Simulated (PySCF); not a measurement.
Te(OH)(GeH3) (GeH₄OTe), SMILES O[Te][GeH3]. Geometry: PBE0-D3(BJ)/def2-SVP. The structure was generated by enumeration, and PubChem lists no compound with its InChIKey, so it may never have been made. The def2 effective core potentials stand for the cores of Te; spin–orbit coupling is left out. The values are those of a single conformer.

Computed equilibrium geometry at PBE0-D3(BJ)/def2-SVP (PySCF confirms it by a frequency run) as bond lengths and angles (one conformer of several):
Atoms: Te1 O2 H3 Ge4 H5 H6 H7. Bond lengths (Å): Te1–O2 2.016, Te1–Ge4 2.564, O2–H3 0.966, Ge4–H5 1.540, Ge4–H6 1.539, Ge4–H7 1.537. Angles (°): O2–Te1–Ge4 92.7, Te1–O2–H3 105.8, Te1–Ge4–H5 107.3, Te1–Ge4–H6 109.4, Te1–Ge4–H7 109.6, H5–Ge4–H6 110.1, H5–Ge4–H7 110.5, H6–Ge4–H7 109.7.
